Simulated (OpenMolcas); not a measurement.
**Ni²⁺: effect of correlating more closed shells**

```
Program             : OpenMolcas
Basis               : ANO-RCC-VTZP [6s5p3d2f1g]
Scalar Hamiltonian  : DKH2, point nucleus
Active space        : 8 electrons in 6 orbitals (3d 4s)
State averaging     : 2S+1 = 3 even, 55 roots; 2S+1 = 5 even, 10 roots kept (CI in the orbitals of an earlier block); 2S+1 = 1 even, 50 roots kept (CI in the orbitals of an earlier block)
Spin-orbit coupling : state interaction with AMFI integrals over the reference wave functions, term energies averaged over their components
```

Methods on the same reference wave functions:
A. CASSCF
B. MS-CASPT2, IPEA 0.25 Eh, imaginary shift 0.1 Eh (closed shells correlated: none)
C. MS-CASPT2, IPEA 0.25 Eh, imaginary shift 0.1 Eh (closed shells correlated: 3s 3p)

Energies in eV above 3d⁸ ³F₄, the measured ground level; measured values from Corliss and Sugar, J. Phys. Chem. Ref. Data 10, 197 (1981).

| Level | A | B | C | Measured |
| --- | --- | --- | --- | --- |
| 3d⁸ ³F₄ | 0.0000 | 0.0000 | 0.0000 | 0.0000 |
| 3d⁸ ³F₃ | 0.1788 | 0.1792 | 0.1794 | 0.1687 |
| 3d⁸ ³F₂ | 0.3018 | 0.300 | 0.298 | 0.2814 |
| 3d⁸ ¹D₂ | 2.2563 | 1.834 | 1.645 | 1.7397 |
| 3d⁸ ³P₂ | 2.7217 | 2.147 | 2.076 | 2.0658 |
| 3d⁸ ³P₁ | 2.7719 | 2.170 | 2.123 | 2.1050 |
| 3d⁸ ³P₀ | 2.8077 | 2.204 | 2.156 | 2.1363 |
| 3d⁸ ¹G₄ | 3.4966 | 2.977 | 2.849 | 2.8651 |
| 3d⁷ 4s ⁵F₅ | 3.8743 | 6.683 | 6.674 | 6.6584 |
| 3d⁷ 4s ⁵F₄ | 3.9856 | 6.794 | 6.784 | 6.7767 |
| 3d⁷ 4s ⁵F₃ | 4.0738 | 6.882 | 6.873 | 6.8695 |
| 3d⁷ 4s ⁵F₂ | 4.1388 | 6.947 | 6.938 | 6.9372 |
| 3d⁷ 4s ⁵F₁ | 4.1815 | 6.990 | 6.980 | 6.9813 |
| 3d⁷ 4s ³F₄(1) | 4.9049 | 7.431 | 7.454 |  |
| 3d⁷ 4s ³F₃(1) | 5.0552 | 7.581 | 7.604 |  |
| 3d⁷ 4s ³F₂(1) | 5.1602 | 7.685 | 7.708 |  |
| 3d⁷ 4s ⁵P₃ | 6.5606 | 8.976 | 8.877 | 8.8112 |
| 3d⁷ 4s ⁵P₂ | 6.6047 | 9.021 | 8.913 | 8.8505 |
| 3d⁷ 4s ⁵P₁ | 6.6597 | 9.075 | 8.971 | 8.9073 |
| 3d⁷ 4s ³G₅ | 6.8204 | 9.472 | 9.302 | 9.3141 |
| 3d⁷ 4s ³G₄ | 6.8825 | 9.531 | 9.362 | 9.3790 |
| 3d⁷ 4s ³G₃ | 6.9510 | 9.602 | 9.432 | 9.4522 |
| 3d⁷ 4s ¹G₄ | 7.3778 | 9.913 | 9.766 | 9.8258 |
| 3d⁷ 4s ³P₂(1) [66 %] | 7.5477 | 9.740 | 9.661 |  |

Deviations, from unrounded energies. A percentage is the sum of absolute deviations over the sum of measured energies, with the sign that they share, or ± where signs differ.

```
                        Against measurement  Levels      A     B     C
             mean absolute deviation (cm-1)      19  14000   670   220
      fine structure of the ground term (%)       2   +6.8  +6.4  +6.1
other terms of the ground configuration (%)       5  +28.8  +3.9  ±1.5
                   other configurations (%)      12  -31.0  +1.1  ±0.3
```

C lies closest to measurement on these levels and A furthest from it. The largest miss of C in the table is 3d⁸ ¹D₂, by -760 cm-1. The ranking rests on the paired levels alone, and a cruder setting can come out closer through cancelling errors.

Between B and C the level of the table that moves most is 3d⁸ ¹D₂, by 1500 cm-1 (lowest in C, highest in B). Moves below CASPT2's spread within the term are not significant.

The mean deviations of B to C differ by less than CASPT2's widest spread within a term (2100 cm-1), so their order carries little weight.

From A to B the spin-free energies of the other terms of 3d⁸ shown, above ³F, scale by factors of 0.77 to 0.85, as is usual when dynamic correlation screens the repulsion within a d or f shell.

The lowest spin-free term lies below A's lowest term by 0.321 hartree in B, 0.675 hartree in C.

What an inner shell adds also hangs on whether the basis holds functions to correlate it.

CASPT2 breaks the degeneracy within a term, and the mean is taken; among the terms shown or strongly mixed into the levels shown the widest spread is 2100 cm-1 (3d⁸ ¹G, C). Over all roots computed the reference weight is 0.92 to 0.97 in B; the roots of lowest weight are the least certain, and an intruder state may touch them. Terms from blocks run as CI alone lack orbitals of their own. A single d shell beside an s shell can misplace configurations of different d count against each other. Without dynamic correlation excited terms often stand tens of per cent too high (terms of higher spin than the ground term too low), and those without a measured partner can miss by more than the paired ones (holds for A). Some levels mix across a computed gap that differs much from the measured one, so their mixing is not that of the real levels (holds for A; C). The CASPT2 spread within a term exceeds the gap to the next term for 3d⁷ 4s ³P(1) and 3d⁷ 4s ¹G, 3d⁷ 4s ¹G and 3d⁷ 4s ³P(2), so the order of their levels is uncertain (holds for C). Computed and measured levels are paired by configuration, term and J; levels that our copy of the source lacks, or whose pairing is in doubt (as where it misses far off the trend of its configuration), stay unpaired and out of the deviations. Levels of configurations outside the active space are missing. Levels that lie high or do not pair safely by name in every column are left out.

A share in square brackets marks a mixed level and gives the weight of the term that names it, the lowest over the columns. A number in round brackets counts repeated terms of one configuration in the order of the reference energies.
